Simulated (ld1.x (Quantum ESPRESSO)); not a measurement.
## What one change does to a pseudopotential (cadmium (Cd), TM)

```json
{"Element": "Cd", "Generator": "ld1.x (Quantum ESPRESSO) 7.5", "Type": "norm-conserving Troullier–Martins (Kleinman–Bylander form)", "Functional": "PBE", "Relativity": "scalar-relativistic", "Frozen core": "[Kr]", "Valence charge": "12", "Reference configuration": "4d10 5s2 5p0", "Partial waves": "5s (bound): rc 2.25 bohr; 5p (bound, empty): rc 3.25 bohr; 4d (bound): rc 1.85 bohr", "Local potential": "the d channel", "Core correction": "a·sin(br)/r model core inside 1.10 bohr"}
```

All-electron outer shells of the reference configuration (PBE, scalar-relativistic, ld1.x):

| shell | level (eV) | outermost node (bohr) | outermost maximum (bohr) |
| --- | --- | --- | --- |
| 4s | -105.92 | 0.43 | 0.79 |
| 4p | -66.97 | 0.43 | 0.84 |
| 4d | -11.73 | 0.42 | 0.98 |
| 5s | -5.66 | 1.07 | 2.35 |
| 5p | -1.18 | 1.20 | 3.33 |

Change: local potential the p channel.

Cutoffs: the cutoffs (Ry, on a coarse ladder) from which the occupation-weighted sum of valence levels, in a spherical-Bessel basis at the reference potential, stays within 10 and 1 mRy of its value at 400 Ry; they do not see the model core or the augmentation charge, which bear on the density cutoff. Errors are all-electron minus pseudo energies relative to the spin-unpolarised reference configuration.

Problem. Predict the effect on cutoff, ghosts and configuration errors.

Solution. The potential gets harder (60 Ry and 100 Ry → 70 Ry and 100 Ry); the bound ghost in p, s disappears; the number of tests that count goes from 6 to 7; of the 6 tests that both files solve, the error grows in 2 and shrinks in 4 by more than 15 % and 0.3 meV (median size 23.9 → 25.5 meV); the range in which the d phases agree narrows (upper end 3.7 → 0.3). In the separable form a ghost depends on how the local part lies against the semilocal potential of the channel, so the choice of the local part can create or remove one.

| quantity | base | changed |
| --- | --- | --- |
| cutoff, loose | 60 Ry | 70 Ry |
| cutoff, tight | 100 Ry | 100 Ry |
| bound ghosts | s, p | none |
| tests counted (converged, no solver errors) | 6 of 7 | 7 of 7 |
| error for 4d10 5s1 5p0, meV [ΔE 9.27 eV] | -7.0 | -2.2 |
| error for 4d10 5s0 5p0, meV [ΔE 26.40 eV] | -41 | -49 |
| error for 4d9 5s0 5p0, meV [ΔE 64.41 eV] | -87 | -349 |
| error for 4d10 5s1 5p1, meV [ΔE 4.67 eV] | -1.3 | -0.3 |
| error for 4d9 5s2 5p0, meV [ΔE 17.97 eV] | -81 | -65 |
| error for 4d10 5s1.5 5p0, meV [ΔE 3.71 eV] | -1.7 | -0.2 |
| s: phases at 3.57 bohr within 0.05 rad from the reference energy up to (Ry; the scan ends near 5) | 1.3 | 0.5 |
| p: phases at 3.57 bohr within 0.05 rad from the reference energy up to (Ry; the scan ends near 5) | 2.1 | 1.7 |
| d: phases at 3.57 bohr within 0.05 rad from the reference energy up to (Ry; the scan ends near 5) | 3.7 | 0.3 |

Base: Tests not counted: 4d9 5s2 5p1 (solver errors, printed error -2.3 eV). These tests converged, but a pseudo level misses the all-electron one widely, so the file describes the atom poorly there or has found another state: 4d9 5s2 5p0: empty 5p by 2.3 eV. A true bound ghost makes a file unfit for plane-wave use even where its test errors are small: the radial tests pick states by their node count and pass the ghost by. Where a test does run into it, the solver fails or the error is huge.
